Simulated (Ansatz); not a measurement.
Isolated molecules relaxed with PBE0-D4/def2-TZVP in Ansatz; ΔE leaves out vibrations. CCSD(T)/CBS is the MP2 limit (def2-TZVPP, def2-QZVPP) plus CCSD(T) − MP2 in def2-TZVPP, frozen cores. One conformer a species, not always the lowest.

Consider the formal exchange of groups at the Si–S bond: `C[SiH2]SCF` + `O[SiH3]` → `C[SiH2][SiH2]O` + `FCS`.

```
         species  CCSD(T)/CBS(def2) energy (Eh)
    `C[SiH2]SCF`                     -866.98777
       `O[SiH3]`                     -366.69042
`C[SiH2][SiH2]O`                     -696.24339
           `FCS`                     -537.40796
```

Task: Work out ΔE.

Result: ΔE = (-696.24339) + (-537.40796) − (-866.98777) − (-366.69042) = 0.02684 Eh = +70.5 kJ/mol.

Largest T1 diagnostic among the species: 0.012.

The D4 term adds +3.4 kJ/mol with B3LYP and +1.7 kJ/mol with PBE0; it sums over pairs of atoms, weighted by their polarisabilities, and B3LYP, whose exchange is more repulsive, gets the larger term. From PBE to PBE0 (25 % exact exchange), in def2-TZVPP and without D4, ΔE moves by +4.7 kJ/mol.

B3LYP here is the variant with VWN-RPA as its local correlation; programs differ in this.
